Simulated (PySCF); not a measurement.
A structure optimised at PBE0-D3(BJ)/def2-SVP, used in a PySCF frequency run:

```xyz
11

Be     0.0000     0.0000     0.7609
I      0.0000     0.0000    -1.4188
N      0.0000     0.0000     2.2614
C      0.0000     1.2052     3.0545
C      0.0000    -1.2052     3.0545
H      0.8911     1.2655     3.7095
H     -0.8911     1.2655     3.7095
H      0.0000     2.1019     2.4149
H     -0.8911    -1.2655     3.7095
H      0.8911    -1.2655     3.7095
H      0.0000    -2.1019     2.4149
```

Q: Write its SMILES, formula and point group.

A: C[N](C)[Be][I], C₂H₆BeIN, C2v

Q: What are its rotational constants (standard atomic weights)?

A: 9.4538, 0.82323, 0.76462 GHz
